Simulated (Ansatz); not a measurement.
The cluster NbS₂⁻, relaxed as a quintet with UKS B3LYP-D4/def2-TZVPD in Ansatz, starting from the B3LYP-D4/def2-TZVPD geometry of the charge -1 singlet. Force threshold 0.02 eV/Å.

In the def2 sets Nb takes a core potential; there is no spin–orbit coupling. At B3LYP-D4/def2-TZVPD a triplet of charge -1 lies 1.95 eV below the quintet, each at its own geometry. The structure comes from a short search, and lower isomers may exist.

Start:

```xyz
3

Nb    0.001   -0.605   -0.534
S     1.124   -0.635    1.334
S    -1.125    1.241   -0.800
```

(1) Estimate the energy that the relaxation releases and the steps that it takes.

(2) Does the start keep its bonding and symmetry?

(3) Predict the relaxed structure.

Answers

(1) 36.3 kJ/mol, in 8 steps; 26 s on 4 threads of Arm Neoverse N1 on a shared host. The force fell under the threshold at step 7, but the optimiser went on. No frequencies were taken in this run, so the end may be a saddle point.

(2) By distances, no bond broke or formed. The bond that changes most is Nb1–S3, from 2.18 to 2.29 Å (atoms count from 1). Point group C2v at the start, C2v at the end, both within 0.05 Å.

(3) 
```csv
atom,x (Å),y (Å),z (Å)
Nb1,0.000,-0.114,-0.101
S2,1.414,-1.122,1.391
S3,-1.414,1.236,-1.291
```
Bond lengths: 2 × Nb–S 2.29 Å.
